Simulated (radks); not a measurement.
The numbers below are computed, except where a source is named.
Q: These are the eigenvalues of the occupied orbitals of an atom or ion with whole-number occupations (eV). Level of theory: scalar-relativistic Kohn-Sham, PBE, spin-unpolarised, spherical densities, point nucleus (a radial shooting solver on a logarithmic mesh with Libxc functionals).

| orbital | eigenvalue |
|---|---|
| 1s | -44262.17 |
| 2s | -7870.400 |
| 2p | -7127.711 |
| 3s | -2333.037 |
| 3p | -2098.502 |
| 3d | -1778.869 |
| 4s | -1015.735 |
| 4p | -930.0570 |

Which element is it, and in what charge state? The configuration may be excited.

A: Z = 60, neodymium, charge +26: Nd26+ in [Ar] 3d10 4s2 4p4. The list shows which subshells hold electrons but not how many an open one holds; the 1s level, -1626.6 hartree, gives Z - s = 57.0 by -(Z - s)^2/2, which with screening and relativity narrows Z to a few neighbours, and the depths of the outer levels then fix element, charge and occupations together.
